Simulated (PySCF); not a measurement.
## Which determinant of TlSe lies lowest?

Unrestricted PBE0; PySCF, scalar-relativistic core potentials, basis sets Tl cc-pVDZ-PP with ECP60, Se cc-pVDZ-PP with ECP10. Outer shells of the fragments: Tl 5d10 6s2 6p1; Se 3d10 4s2 4p4.

Followed along the bond (rough minima from three points):

```tsv
2Ms+1	unpaired	⟨S²⟩ at the start	R at minimum (Å)	Te (eV)
2	π ↑	0.75	2.74	0.00
2	σ ↑	0.76	2.53	0.24
4	σ ↑, π ↑↑	3.76	none in the scan	≤ 2.73
```

Solutions found at the starting distance of 2.545 Å, counted from the lowest of them; the search is not exhaustive and high or unbound solutions are not listed, so other states can lie among these:

```csv
2Ms+1,unpaired,term,E (eV),⟨S²⟩,⟨Lz²⟩,μ (D)
2,π ↑,²Π,0.00,0.75,1.01,-2.50
2,σ ↑,²Σ⁺,0.11,0.76,0.00,-4.28
4,"σ ↑, π ↑↑",mixed,2.87,3.76,2.01,0.39
4,"σ ↑, π ↑↑",mixed,3.04,3.76,2.01,0.34
2,"σ ↑, π ↑↓",mixed,3.26,1.76,2.01,0.53
2,"σ ↓, π ↑↑",mixed,3.34,1.76,2.01,0.50
```

A term symbol is given only where ⟨S²⟩ and ⟨Lz²⟩ are close to those of a pure state; real π, δ and φ orbitals otherwise mix terms. A positive dipole means Tl(−)Se(+).

**Question.** Compare the gap between the two lowest followed solutions at the starting distance with the gap between their minima.

**Answer.** At PBE0 the second solution (doublet, unpaired electrons σ ↑) lies +0.11 eV from the first (doublet, unpaired electrons π ↑) at 2.545 Å and +0.24 eV at the minima; the two curves relax by different amounts, since their minima lie near 2.53 and 2.74 Å.

These are scalar-relativistic numbers at best; spin–orbit coupling would shift them, the dissociation energy most. Counting both spins, an empty level lies below a filled one in some of these solutions, because spin and occupation are held.
